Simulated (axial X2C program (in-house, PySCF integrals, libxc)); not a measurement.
# Worked dissociation energy of InS⁻: PBE0, scalar-relativistic

Computed with an axial X2C code built on PySCF integrals. Spin-free means the one-electron spin-free X2C Hamiltonian. Basis: In dyall-acv3z [12s13p10d5f1g], S dyall-av3z [9s8p3d2f] (cores contracted in-house); Gaussian nuclei, density fitting, unrestricted open shells. Masses: In 114.904 u, S 31.972 u.

Molecular state: M_S = 0, Λ = 0 (closed shell).

| Item | Value |
| --- | --- |
| E(In) (2M_S = 1, M_L = 0) | -5880.662262 hartree |
| E(S-) (2M_S = 1, M_L = 0) | -399.153652 hartree |
| E(InS⁻) at Re | -6279.954012 hartree |
| ωe | 390.4 cm⁻¹ |
| ωexe | 1.11 cm⁻¹ |

Q: Work out De and D0.

A: De = -5880.662262 + (-399.153652) − (-6279.954012) = 0.13810 hartree = 3.758 eV. The zero-point energy is ωe/2 − ωexe/4 = 195 cm⁻¹ = 0.024 eV, so D0 = 3.734 eV.

The state is a single determinant with fixed occupations, the lowest that a limited PBE0 search found. Closed shells are restricted here (equal orbitals for both partners); the stretched side of such a curve lies too high. Dissociation energies refer to the lowest single-determinant-based atoms at the same level and basis. Spin-free De lacks the spin–orbit lowering of the heavy p-block atom, a tenth of an eV or more for 4p and 5p, up to an eV for 6p and one to two eV for 7p atoms, less what an open-shell molecule gains itself.

Each atomic determinant is the lowest at this level and need not be a pure term. Totals compare only within one Hamiltonian and basis.
